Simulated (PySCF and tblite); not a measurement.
Results of a calculation; reference values are marked as such.
C6H8O2, numbered as in [O:1]=[CH:2][C:3]1=[CH:4][O:5][CH2:6][CH2:7][CH2:8]1.

Geometries GFN2-xTB; weights from CAM-B3LYP-D3(BJ)/pcSseg-1 (IEF-PCM, tetrahydrofuran) energies and GFN2-xTB thermal corrections, with symmetry numbers and mirror pairs. Conformers within 2.5 kcal/mol (GFN2-xTB free energy) were kept, 3 at most. Codes: tblite and PySCF.

Rotational constants are equilibrium values for the commonest isotopes; dipoles come from the energy level named and are polarised by its solvent model.

Torsions listed: O1–C2–C3–C8. The 6-ring runs over atoms 3–4–5–6–7–8. Of a mirror pair one member is shown.

```json
{"conformer": "1", "shape": "6-ring envelope (ring torsions -6, 37, -60, 49, -21, -3°); 0°", "symmetry": "C1 (pair)"}
{"conformer": "2", "shape": "6-ring envelope (ring torsions -6, 37, -60, 49, -20, -3°); 179°", "symmetry": "C1 (pair)"}
```

Question: Give the rotational constants and dipole components.

Answer: 
```tsv
conformer	A (MHz)	B (MHz)	C (MHz)	abs μa (D)	abs μb (D)	abs μc (D)	κ	Ic−Ia−Ib (u Å²)
1	4617	1490	1171	4.52	0.56	0.13	-0.82	-17.1
2	4506	1506	1174	4.89	2.81	0.40	-0.80	-17.3
```

Question: Which type of transition is strongest for conformer 1?

Answer: a-type, since that component is clearly the largest; the top is near-prolate.


Conformer gaps in pcSseg-1 on xTB geometries can be 2 kcal/mol off for S=O, P=O and other polar bonds.